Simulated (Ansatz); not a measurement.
Pd₃⁻, relaxed as a quartet with UKS PBE0-D4/def2-TZVPD in Ansatz, starting from the PBE0-D4/def2-TZVPD geometry of the charge -1 doublet. Force threshold 0.02 eV/Å.

In the def2 sets Pd takes a core potential; there is no spin–orbit coupling. The highest occupied level of the charge -1 quartet lies above zero (up to 0.52 eV). The electron is either unbound and held by the finite basis, or the level is raised by self-interaction error. At PBE0-D4/def2-TZVPD a doublet of charge -1 lies 1.10 eV below the quartet, each at its own geometry. The structure comes from a short search, and lower isomers may exist.

Start:

Cartesian coordinates in Å:
```
Pd -1.039 0.860 -0.600
Pd -0.107 -1.469 -0.104
Pd 1.146 0.608 0.704
```

| step | energy (eV) | largest force component (eV/Å) | SCF passes |
| --- | --- | --- | --- |
| 1 | -10441.0839 | 0.288 | 119 |
| 2 | -10441.0920 | 0.099 | 54 |
| 3 | -10441.0927 | 0.005 | 55 |
| 4 | -10441.0927 | 0.007 | 49 |
| 5 (rejected) | -10441.0702 | 0.580 | 78 |
| 6 | -10441.0927 | 0.023 | 50 |
| 7 | -10441.0927 | 0.044 | 57 |
| 8 | -10441.0928 | 0.072 | 58 |
| 9 | -10441.0930 | 0.109 | 71 |
| 10 | -10441.0935 | 0.150 | 70 |
| 11 | -10441.0944 | 0.185 | 63 |
| 12 | -10441.0959 | 0.205 | 65 |
| 13 | -10441.0979 | 0.208 | 66 |
| 14 (rejected) | -10441.0317 | 1.094 | 166 |
| 15 | -10441.1102 | 0.023 | 70 |
| 16 | -10441.1104 | 0.017 | 54 |
| 17 | -10441.1105 | 0.005 | 47 |

Force components are those of the run's own axes.

End:

```tsv
atom	x (Å)	y (Å)	z (Å)
Pd1	-0.987	0.832	-0.570
Pd2	-0.156	-1.511	-0.135
Pd3	1.143	0.679	0.704
```

By distances, no bond broke or formed. The bond that changes most is Pd2–Pd3, from 2.56 to 2.68 Å (atoms count from 1).

The force fell under the threshold at step 3, but the optimiser went on and released 0.018 eV more. No frequencies were taken in this run, so the end may be a saddle point.

Run time 65 s (4 threads of Arm Neoverse V1 on a shared host).
